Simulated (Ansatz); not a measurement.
Mulliken charges of BH₆NOSi, SMILES `OBN[SiH3]` from PBE/def2-TZVPP in Ansatz (PBE0-D4/def2-TZVP geometry).

```csv
atom,x (Å),y (Å),z (Å),charge (e)
O1,-1.328,0.930,-0.769,-0.266
B2,0.027,1.111,-0.719,0.065
N3,0.780,0.154,-0.008,-0.192
Si4,0.136,-1.240,0.814,0.273
H5,-1.785,1.610,-1.264,0.198
H6,0.554,2.047,-1.258,-0.043
H7,1.777,0.291,0.025,0.149
H8,-0.555,-2.159,-0.125,-0.059
H9,-0.816,-0.852,1.885,-0.059
H10,1.294,-1.945,1.423,-0.065
```

By hand: the dipole of these point charges (1 e Å = 4.8032 D).

Σ q r = (0.127, 0.035, -0.007) e Å, of length 0.132 e Å = 0.63 D.

How does the dipole of the full density compare? (Estimate.)

The calculation gave: (0.097, 0.202, -0.118) e Å, 1.22 D; the point charges give 0.52 times that, at 53° from its direction.

Point charges leave out the atoms' own dipoles, such as those of lone pairs, and Mulliken's split depends on the basis, so the two needn't agree.
